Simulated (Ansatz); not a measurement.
Consider the hydrogenolysis of the Si–F bond: `[NH2][GeH2][NH][SiH](N)F` + H₂ → `N[SiH2][NH][GeH2][NH2]` + H–F.

Isolated molecules relaxed with PBE0-D4/def2-TZVP in Ansatz; ΔE leaves out vibrations. CBS: MP2 limit from def2 TZ/QZ plus the TZ coupled-cluster correction, frozen cores. This one scheme is used for every species. Functionals use def2-TZVPP. For Ge outer-core shells are correlated without core-valence functions, which leaves a few kJ/mol of doubt a bond. Scalar relativity is left out up to krypton. Each species was taken in one conformer, which may not be the lowest.

```
             level  ΔE (eV)
            PBE-D4     1.52
         r2SCAN-D4     1.66
           PBE0-D4     1.52
            r2SCAN     1.65
     HF/def2-TZVPP     1.53
    MP2/def2-TZVPP     1.59
CCSD(T)/def2-TZVPP     1.55
     HF/def2-QZVPP     1.54
```

Question: What does CCSD(T)/CBS give? (Best estimate.)

Answer: The calculation gave: +1.57 eV. The listed levels differ from it by -0.05, 0.09, -0.05, 0.08, -0.04, 0.02, -0.02, -0.03 eV.

Largest T1 diagnostic among the species: 0.011.

The D4 term adds +0.08 eV with B3LYP and +0.04 eV with PBE0; it sums over pairs of atoms, weighted by their polarisabilities, and B3LYP, whose exchange is more repulsive, gets the larger term.

B3LYP here is the variant with VWN-RPA as its local correlation; programs differ in this.
